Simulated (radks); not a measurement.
Results of a calculation; reference values are marked as such.
Species: Bi49+. Configuration: [Ar] 3d10 4s2 4p4 (the NIST ground configuration).

Code: a radial shooting solver on a logarithmic mesh with Libxc functionals. Model: non-relativistic Kohn-Sham, LDA (Slater exchange, Perdew-Wang correlation), spin-unpolarised, spherical densities, point nucleus; relativity is left out, which matters for an element this heavy.

Energy parts (hartree):
total: -18357.5512
kinetic: 18354.2243
electron-nucleus: -40010.9061
Hartree: 3557.5968
exchange-correlation: -258.4663

Orbitals (lengths in bohr, moments of r in powers of bohr):
\begin{tabular}{lrrrr}
orbital & occ. & eigenvalue (hartree) & <r> & <r^4> \\ \hline
1s & 2 & -3069.571 & 0.01824 & 4.978e-07 \\
2s & 2 & -596.1840 & 0.07655 & 0.00007871 \\
2p & 6 & -578.2305 & 0.06463 & 0.00004905 \\
3s & 2 & -209.2461 & 0.1890 & 0.002415 \\
3p & 6 & -200.9437 & 0.1794 & 0.002098 \\
3d & 10 & -185.7340 & 0.1558 & 0.001340 \\
4s & 2 & -102.9026 & 0.3672 & 0.03139 \\
4p & 4 & -99.20217 & 0.3622 & 0.03059 \\
4d & 0 & -92.70471 & 0.3477 & 0.02751 \\
5s & 0 & -61.11557 & 0.6077 & 0.2264 \\
\end{tabular}

The highest occupied level is 4p at -2699.4 eV. The density falls to 0.001 e/bohr^3 at r = 0.91 bohr.
